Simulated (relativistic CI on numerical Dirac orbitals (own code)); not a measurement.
Electric-dipole transitions in Lu35+

Calculated at this level of theory: Dirac-Coulomb-Breit CI, orbitals from a KLI potential per configuration, model QED, unscaled Slater integrals (own radial code, finite nucleus).

Configuration list (outside the closed core [Ar] 3d10): 4s2.4p6, 4s2.4p5.4d, 4s.4p6.4d, 4s2.4p5.4f, 4s.4p6.4f, 4s2.4p5.5s, 4p6.4d.4f, 4p6.4d2, 4p5.4d3, 4p5.4d2.4f, 4p5.4d2.5s, 4p6.4f2, 4p5.4d.4f2, 4p5.4f3, 4p5.4f2.5s. Double excitations out of closed p, d and f shells are left out; levels of such configurations are missing from the list, as are those of other unlisted configurations, and high levels can miss mixing partners.

| λ vac (Å) | Lower | Upper | A (s⁻¹) | E lower (10³ cm⁻¹) | E upper (10³ cm⁻¹) |
| --- | --- | --- | --- | --- | --- |
| 51.341 | 4p6.4d2 1G_4 [42] | 4p5.4d3 3F°_4 [163] | 2.40e+12 | 5381.3 | 7329.1 |
| 51.827 | 4s2.4p6 1S_0 [1] | 4s2.4p5.4d 1P°_1 [13] | 2.38e+12 | 0.0 | 1929.5 |
| 52.148 | 4p6.4d2 3P_2 [45] | 4p5.4d3 1F°_3 [174] | 1.50e+12 | 5506.4 | 7424.0 |
| 52.233 | 4p6.4d2 3F_4 [44] | 4p5.4d3 1G°_4 [170] | 2.52e+12 | 5483.1 | 7397.6 |
| 52.287 | 4p6.4d2 3F_4 [44] | 4p5.4d3 3G°_5 [169] | 2.07e+12 | 5483.1 | 7395.6 |
| 53.616 | 4p6.4d2 3F_2 [36] | 4p5.4d3 3F°_2 [139] | 2.14e+12 | 5227.7 | 7092.8 |
| 55.514 | 4p6.4d2 3F_3 [38] | 4p5.4d3 3G°_4 [141] | 9.70e+11 | 5341.3 | 7142.7 |
| 55.990 | 4p6.4d2 1G_4 [42] | 4p5.4d3 1H°_5 [145] | 1.29e+12 | 5381.3 | 7167.3 |
| 59.065 | 4p6.4d2 3F_2 [36] | 4p6.4d.4f 3G°_3 [124] | 1.83e+12 | 5227.7 | 6920.7 |
| 60.722 | 4s2.4p5.4d 3P°_0 [2] | 4s2.4p5.4f 3D_1 [21] | 4.68e+11 | 1113.1 | 2759.9 |
| 61.970 | 4s2.4p5.4d 3P°_1 [3] | 4s2.4p5.4f 3D_1 [21] | 6.09e+11 | 1146.2 | 2759.9 |
| 63.780 | 4s2.4p5.4d 3F°_3 [4] | 4s.4p6.4d 1D_2 [19] | 2.80e+11 | 1170.9 | 2738.8 |
| 63.835 | 4s2.4p5.4d 3D°_2 [5] | 4s2.4p5.4f 1F_3 [20] | 3.22e+11 | 1181.7 | 2748.3 |
| 64.071 | 4s2.4p5.4d 3F°_2 [10] | 4s2.4p5.4f 3G_3 [26] | 4.53e+11 | 1746.9 | 3307.7 |
| 64.573 | 4s2.4p5.4d 3F°_3 [4] | 4s2.4p5.4f 3G_4 [17] | 4.37e+11 | 1170.9 | 2719.5 |
| 64.648 | 4s2.4p5.4d 3F°_4 [6] | 4s.4p6.4d 3D_3 [24] | 2.46e+11 | 1266.3 | 2813.1 |
| 64.731 | 4s2.4p5.4d 1D°_2 [7] | 4s2.4p5.4f 1D_2 [25] | 3.48e+11 | 1285.9 | 2830.7 |
| 65.478 | 4s2.4p5.4d 1D°_2 [7] | 4s.4p6.4d 3D_3 [24] | 4.20e+11 | 1285.9 | 2813.1 |
| 67.372 | 4s2.4p5.4d 3D°_3 [8] | 4s.4p6.4d 3D_3 [24] | 2.83e+11 | 1328.8 | 2813.1 |
| 67.944 | 4s2.4p5.4d 3P°_2 [11] | 4s2.4p5.4f 3D_3 [27] | 4.78e+11 | 1877.0 | 3348.8 |
| 68.296 | 4s2.4p5.4d 3F°_4 [6] | 4s2.4p5.4f 3G_5 [18] | 3.98e+11 | 1266.3 | 2730.5 |
| 68.739 | 4s2.4p5.4d 3F°_3 [12] | 4s2.4p5.4f 3G_4 [28] | 4.02e+11 | 1895.5 | 3350.3 |
| 68.747 | 4s2.4p5.4d 3D°_3 [8] | 4s2.4p5.4f 3F_4 [22] | 3.71e+11 | 1328.8 | 2783.4 |
| 68.823 | 4s2.4p5.4f 3G_5 [18] | 4s.4p6.4f 3F°_4 [32] | 5.17e+11 | 2730.5 | 4183.5 |
| 69.184 | 4s2.4p6 1S_0 [1] | 4s2.4p5.4d 3D°_1 [9] | 5.57e+11 | 0.0 | 1445.4 |
| 69.274 | 4s2.4p5.4f 3G_4 [17] | 4s.4p6.4f 3F°_3 [31] | 4.58e+11 | 2719.5 | 4163.1 |
| 72.116 | 4s2.4p5.4f 1D_2 [25] | 4s.4p6.4f 1F°_3 [33] | 4.69e+11 | 2830.7 | 4217.4 |
| 72.186 | 4s2.4p5.4d 3D°_1 [9] | 4s2.4p5.4f 1D_2 [25] | 4.23e+11 | 1445.4 | 2830.7 |
| 72.246 | 4s2.4p5.4d 3F°_3 [4] | 4s.4p6.4d 3D_2 [15] | 2.59e+11 | 1170.9 | 2555.1 |
| 72.467 | 4s2.4p5.4d 3F°_4 [6] | 4s.4p6.4d 3D_3 [16] | 2.21e+11 | 1266.3 | 2646.2 |

Terms are leading LS components. Brackets give the number of a level in order of energy, since labels repeat. The list gives strong lines, with weight on those to low levels, without lines whose two gauges differ by over a factor of 2.5, among the lowest 200 of 1757 levels, so that lines to higher ones, which can be the strongest, are missing. Levels whose partners in the same complex of configurations lie outside the list can be far off, and so can their lines. Rates are taken at the computed energies, electric ones in the length gauge.

At this charge energies of transitions that change n are usually good to better than 1 %, and those within a shell (Δn = 0) to a few per cent.

LS names give the leading component of a level, which can be under half, so a name can repeat, a term be missing and a line seem to break the LS rules.
